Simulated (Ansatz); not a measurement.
Job for Ansatz (an electronic-structure program): R-r2SCAN/def2-TZVPPD on C3H7FO (a complex), monomers drawn apart or pushed together. Files ending in .json are basis or fitting sets from the Basis Set Exchange.

Ansatz 0.2 input:
```yaml
crystal:
  periodic: [false, false, false]
  atoms:
    - {symbol: F, position_ang: [0.54772149, -0.26638405, 0.36994511]}
    - {symbol: H, position_ang: [-0.02770234, -0.29930729, 1.12956725]}
    - {symbol: C, position_ang: [1.35350412, 0.03174170, 3.39378246]}
    - {symbol: C, position_ang: [-0.13078269, -0.21113679, 3.42103580]}
    - {symbol: C, position_ang: [-0.79490781, -0.28238218, 4.76834292]}
    - {symbol: O, position_ang: [-0.78498739, -0.34393401, 2.40115673]}
    - {symbol: H, position_ang: [1.54473430, 1.06141779, 3.71004645]}
    - {symbol: H, position_ang: [1.85998154, -0.61776456, 4.11036871]}
    - {symbol: H, position_ang: [1.75544637, -0.11474572, 2.39437311]}
    - {symbol: H, position_ang: [-1.87626494, -0.29963103, 4.65862214]}
    - {symbol: H, position_ang: [-0.46737283, -1.19215559, 5.27934906]}
    - {symbol: H, position_ang: [-0.48863159, 0.55889215, 5.39343072]}
basis:
  gaussian:
    orbitals: def2-TZVPPD.json
hamiltonian:
  xc: {name: r2SCAN}
scf: {lower_state_search: off}
```

**Question.** Give the final energy of this run.

**Answer.** -293.5882 hartree.

**Question.** How many basis functions does it have, and what does it roughly cost on one machine?

**Answer.** 310 functions; about 9 core-seconds (a rough figure).
